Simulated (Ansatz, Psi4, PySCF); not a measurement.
Molecule: aminoborane, BNH$_{4}$, charge 0, multiplicity 1. SMILES: BN
Structure (B3LYP-D3(BJ)/def2-TZVP (Ansatz, a quantum-chemistry and plane-wave program) minimum search):
```
B
N 1 1.3876
H 2 1.0069 1 123.31
H 2 1.0069 3 113.37 1 180.00
H 1 1.1928 2 119.04 3 0.00
H 1 1.1928 5 121.92 2 180.00
```

Quantity: vertical triplet-singlet gap, E(triplet) - E(singlet), in eV. Terms: no dispersion term unless named; each state is the SCF solution reached for its charge and spin; valence correlation only; non-relativistic; 6-31G* and kin with 6d, 5d where marked; no spin-orbit coupling; UHF or UKS for open shells; 6-311+G** with 5d. Basis-set limits of correlation are two-point, X^-3; Hartree-Fock from the larger set. [CCSD(T)-MP2]/basis is that difference in the basis named. First-principles rows: single points at B3LYP-D3(BJ) geometries (Ansatz). Levels can end on unlike triplets.

Coupled cluster (Ansatz) is a level with limits of its own, used here on species with T1 under 0.025 (0.045 for open shells) and stable references: RI-MP2/CBS(aug-cc-pVTZ,aug-cc-pVQZ)+[CCSD(T)-MP2]/aug-cc-pVTZ.

Value to compare with, RI-MP2/CBS(aug-cc-pVTZ,aug-cc-pVQZ)+[CCSD(T)-MP2]/aug-cc-pVTZ (Ansatz): 6.52 eV.

```tsv
level	program	vertical triplet-singlet gap, E(triplet) - E(singlet) (eV)	difference
HF/6-31G*	Ansatz	5.69	-0.83
HF/6-311+G**	Ansatz	5.53	-0.99
PBE/6-31G*	Ansatz	6.22	-0.30
PBE/6-311+G**	Ansatz	6.02	-0.50
B3LYP/STO-3G	Ansatz	7.60	1.08
B3LYP/6-31G*	Ansatz	6.51	-0.01
M06-2X/6-31G* (5d)	PySCF	6.74	0.22
wB97X-D/6-31G*	Psi4	7.30	0.78
MP2/6-31G*	Ansatz	6.73	0.21
MP2/6-311+G**	Ansatz	6.60	0.08
PBE/def2-TZVPD	Ansatz	6.01	-0.51
wB97X-V/def2-TZVPD	Ansatz	6.57	0.05
```

Among the 10 habitual levels, B3LYP/STO-3G lies farthest from RI-MP2/CBS(aug-cc-pVTZ,aug-cc-pVQZ)+[CCSD(T)-MP2]/aug-cc-pVTZ (Ansatz) (1.08 eV) and B3LYP/6-31G* nearest (-0.01); 5 of 10 lie above it, and their mean absolute difference is 0.50 eV, the median 0.40. One case shows no general order.

The levels are drawn from those run, B3LYP/6-31G* more often than the rest, none by its result; runs whose electronic state is in doubt are left out.
